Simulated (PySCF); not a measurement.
How methods differ on the ionisation energy of Ni⁺

Ni⁺ [Ar] 3d9 [3d3/2^4 3d5/2^5, M_J = 5/2] → Ni²⁺ [Ar] 3d8 [3d3/2^4 3d5/2^4, M_J = 4], as a difference of total energies. Computed with PySCF 2.14 in x2c-TZVPall-2c (6s7p4d1f, 54 functions), with the two-component X2C-1e Hamiltonian. Correlated levels: [Ne] frozen; the 6 highest virtual spinors dropped. "Screened" scales the spin-orbit matrix elements by Boettger's factors to mimic the two-electron term; Breit and QED terms are absent.

```
                    method  ionisation energy (eV)  error (eV)
           GHF (spin-free)                  15.105      -3.064
          GMP2 (spin-free)                  18.549      +0.380
 GHF (screened spin-orbit)                  15.054      -3.115
GMP2 (screened spin-orbit)                  18.497      +0.328
```

Reference: 18.169 eV (measured; NIST Atomic Spectra Database, ionization energies).

Errors of the correlated levels include the incompleteness of this basis and the frozen core.

The labels give the starting determinants; with spin-orbit coupling the two ends relaxed to ⟨J²⟩ = 8.76, ⟨L²⟩ = 6.01, ⟨S²⟩ = 0.75 and ⟨J²⟩ = 20.01, ⟨L²⟩ = 12.01, ⟨S²⟩ = 2.00.
